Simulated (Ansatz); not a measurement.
Geometry optimisation, RKS r2SCAN/def2-SVP (Ansatz 0.2.0).

The input (input.yaml):

```yaml
crystal:
  periodic: [false, false, false]
  atoms:
    - { symbol: "N", position_ang: [1.4849, -0.0349, 0.5237] }
    - { symbol: Si, position_ang: [-0.1419, -0.3809, -0.0227] }
    - { symbol: S, position_ang: [-1.3229, -0.4708, 1.7581] }
    - { symbol: Cl, position_ang: [-0.0102, -2.2328, -0.8611] }
    - { symbol: C, position_ang: [-0.8695, 0.8508, -1.2417] }
    - { symbol: O, position_ang: [-0.1939, 1.8278, -1.5874] }
    - { symbol: H, position_ang: [1.4379, 0.9714, 0.8582] }
    - { symbol: H, position_ang: [2.0739, 0.066, -0.3177] }
    - { symbol: H, position_ang: [-0.4754, -1.3233, 2.434] }
    - { symbol: H, position_ang: [-1.8997, 0.6755, -1.5405] }
basis:
  gaussian: { orbitals: def2-SVP }
hamiltonian:
  xc: r2scan
relax:
  f_tol: 0.015
  max_steps: 40
```

Run as:

```bash
$ ansatz run input.yaml --threads 2 --pin off --max-ram 3072MiB --backend cpu --events-out ev --progress --plain --runs-dir out
```

Question: Where does it end, and by what steps?

Answer: The forces met the threshold. After 15 steps the energy has fallen by 0.357 eV; H8 moved furthest, 0.34 Å.

| step | energy less start (eV) | largest force component (eV/Å) | accepted |
| --- | --- | --- | --- |
| 0 | 0.0000 | 1.966 | yes |
| 1 | 0.0400 | 2.723 | no |
| 2 | -0.2346 | 0.890 | yes |
| 3 | -0.3185 | 0.476 | yes |
| 4 | -0.3388 | 0.351 | yes |
| 5 | -0.3480 | 0.084 | yes |
| 6 | -0.3525 | 0.130 | yes |
| 7 | -0.3557 | 0.141 | yes |
| 8 | -0.3558 | 0.134 | yes |
| 9 | -0.3558 | 0.144 | no |
| 10 | -0.3564 | 0.076 | yes |
| 11 | -0.3568 | 0.027 | yes |
| 12 | -0.3568 | 0.035 | yes |
| 13 | -0.3569 | 0.028 | yes |
| 14 | -0.3569 | 0.016 | yes |
| 15 | -0.3570 | 0.007 | yes |

```xyz
10
Properties=species:S:1:pos:R:3
N 1.490 0.045 0.480
Si -0.094 -0.366 -0.009
S -1.395 -0.472 1.686
Cl 0.078 -2.141 -1.079
C -0.982 0.839 -1.221
O -0.383 1.777 -1.702
H 1.646 0.882 1.035
H 2.271 -0.144 -0.141
H -0.484 -1.126 2.443
H -2.066 0.655 -1.489
```

Run time: 100 s on 2 threads of Arm Neoverse V1, on a shared host, peak memory 0.24 GiB.
